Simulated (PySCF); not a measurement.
## Dipole response of La²⁺ (lanthanum, charge +2)

[Xe] 5d1, 2D determinant. Calculation: PySCF 2.14, in ANO-RCC-VTZP (8s7p5d3f2g1h, 104 functions); the spin-free X2C one-electron Hamiltonian (Gaussian nucleus). Coupled (time-dependent) response in atomic units; α is the mean over directions. The basis has no added diffuse functions, which lowers α and C₆.

| method | mean α (bohr³) | α xx, yy, zz | C₆ (like pair) | S(−4) |
| --- | --- | --- | --- | --- |
| PBE0 | 18.77 | 21.94, 21.94, 12.42 | 126.2 | 207.2 |

S(−4) is the Cauchy moment in α(ω) = α(0) + S(−4) ω² + …

Spin-orbit coupling is absent.

α(iu) at PBE0:

```csv
u (hartree),α(iu) (bohr³)
0,18.77
0.0500,18.28
0.100,17.06
0.200,14.17
0.300,11.83
0.500,8.760
0.750,6.416
1.00,4.868
1.50,3.036
2.00,2.072
3.00,1.163
5.00,0.5397
```

A single London oscillator, α(iu) = α/(1 + u²/ω²), gives C₆ = (3/4) ω α². Matching the computed C₆ needs ω = 4 × 126.2 / (3 × 18.77²) = 0.478 hartree.

For an ion, C₆ is the dispersion term alone; charge-induced terms of lower order in 1/R come first.

The components differ because the open shell of this determinant is not spherical; for a pure term their mean is the scalar polarisability.

Spin-orbit coupling, absent here, splits the open shell strongly.
